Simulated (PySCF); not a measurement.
Job file and geometry (Å, from GFN2-xTB) of an NMR shielding run on `[SiH3]CBN[SiH2]N`, CH$_{11}$BN$_{2}$Si$_{2}$, GIAO PBE0/pcSseg-1 NMR shielding, non-relativistic, gas phase (PySCF); density fitting, a coarse starting grid and PySCF grid level 2 are the driver's defaults:

```
$ OMP_NUM_THREADS=1 python probes_run.py task.json out

{"job": {"kind": "nmr", "xc": "PBE0", "basis": "pcSseg-1"}, "charge": 0, "multiplicity": 1}
N      3.261532     0.295425     0.159342
Si     1.630422     0.320844     0.725632
N      0.839248    -0.818895    -0.322514
B     -0.493435    -1.239332    -0.372365
C     -1.572754    -0.612573     0.579123
Si    -2.534532     0.773864    -0.292220
H      3.439665     0.499352    -0.811645
H      3.953745     0.756555     0.725623
H      1.702090    -0.154153     2.109410
H      0.945734     1.620150     0.639484
H      1.471544    -1.268628    -0.968425
H     -0.800063    -2.054481    -1.165851
H     -2.301371    -1.361868     0.892338
H     -1.127887    -0.198104     1.484375
H     -3.533385     1.327383     0.632333
H     -1.644805     1.858894    -0.719569
H     -3.242745     0.267599    -1.473006
```

Task: Write the output of this run.

Result: 
```
coarse grid: 14368 points
cycle   1  E = -757.5383049787  dE =  3.112e-01  |g| = 6.044e-01  |ddm| = 3.547e+00
cycle   2  E = -757.4873170293  dE =  5.099e-02  |g| = 7.694e-01  |ddm| = 1.112e+00
cycle   3  E = -757.6210897811  dE = -1.338e-01  |g| = 5.990e-02  |ddm| = 6.812e-01
cycle   4  E = -757.6217082862  dE = -6.185e-04  |g| = 3.184e-02  |ddm| = 7.036e-02
cycle   5  E = -757.6219491533  dE = -2.409e-04  |g| = 6.315e-03  |ddm| = 2.770e-02
cycle   6  E = -757.6219573592  dE = -8.206e-06  |g| = 2.147e-03  |ddm| = 6.228e-03
final grid: 127344 points
cycle   7  E = -757.6475981666  dE = -2.284e-05  |g| = 8.756e-03  |ddm| = 2.077e-02
cycle   8  E = -757.6475848933  dE =  1.327e-05  |g| = 1.182e-02  |ddm| = 1.560e-02
cycle   9  E = -757.6476148517  dE = -2.996e-05  |g| = 4.765e-04  |ddm| = 8.817e-03
cycle  10  E = -757.6476148922  dE = -4.048e-08  |g| = 2.244e-04  |ddm| = 5.981e-04
cycle  11  E = -757.6476149046  dE = -1.241e-08  |g| = 3.984e-05  |ddm| = 2.087e-04
cycle  12  E = -757.6476149049  dE = -3.031e-10  |g| = 1.596e-05  |ddm| = 4.447e-05
converged SCF energy = -757.6476149049

GIAO shielding tensors (ppm)
atom      isotropic    diamagn.    paramagn.     s11        s22        s33       span
  0 N      257.393     316.113     -58.720    219.296    260.327    292.556     73.260
  1 Si     385.451     880.523    -495.072    362.844    369.964    423.546     60.702
  2 N      147.616     324.623    -177.007     49.086    194.877    198.885    149.799
  3 B       54.649     194.343    -139.694      7.827     39.972    116.146    108.320
  4 C      181.510     258.716     -77.205    167.635    180.533    196.363     28.728
  5 Si     428.551     879.904    -451.353    398.113    415.330    472.209     74.097
  6 H       31.596      31.173       0.424     24.353     28.540     41.896     17.544
  7 H       31.592      28.321       3.271     24.221     26.820     43.734     19.514
  8 H       26.525      30.424      -3.898     22.955     25.409     31.212      8.258
  9 H       26.116      32.109      -5.993     21.829     26.264     30.255      8.426
 10 H       27.781      32.599      -4.818     21.942     27.639     33.763     11.822
 11 H       26.354      31.187      -4.834     25.108     26.011     27.942      2.835
 12 H       31.019      30.794       0.226     26.960     28.118     37.979     11.019
 13 H       31.378      35.008      -3.630     27.230     30.392     36.512      9.283
 14 H       27.666      28.606      -0.940     24.516     25.200     33.283      8.767
 15 H       27.922      30.060      -2.138     24.043     27.325     32.399      8.355
 16 H       27.792      28.976      -1.184     24.647     25.685     33.045      8.398
```

Size and cost of the density-fitted run: 171 basis functions, 24 s wall time on 1 thread of an Arm Neoverse V1, shared host; peak memory 0.78 GiB.
